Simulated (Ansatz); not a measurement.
CH$_{3}$InO (`O=[CH][InH2]`). Charge 0, multiplicity 1. In: def2 effective core potential. The structure was optimised at the PBE0-D4/def2-TZVP level.

```xyz
6

O     1.784    0.839   -0.284
C     0.591    1.001   -0.258
In   -0.608   -0.800    0.214
H     0.181    2.020   -0.468
H    -1.053   -1.862   -1.069
H    -0.896   -1.198    1.866
```

(1) What is the dipole moment at PBE/def2-TZVPP? (Estimate.)

(2) And with r2SCAN, B3LYP, ωB97M-V? (Best estimate.)

(3) Give the Mulliken charges with PBE, B3LYP, ωB97M-V in def2-TZVPP. (Estimate.)

Answers

(1) Computed: 1.93 D, with components (-1.89, 0.38, 0.01) D in this frame, pointing from negative to positive charge.

(2) Ansatz gave: r2SCAN 2.07 D, B3LYP 2.21 D, ωB97M-V 2.33 D.

(3) The calculation gave: 
```csv
atom,PBE,B3LYP,ωB97M-V
O1,-0.21,-0.26,-0.27
C2,-0.04,-0.05,-0.06
In3,0.45,0.52,0.44
H4,0.05,0.06,0.08
H5,-0.13,-0.14,-0.09
H6,-0.13,-0.14,-0.09
```

B3LYP here is the variant with VWN-RPA as its local correlation; programs differ in this.
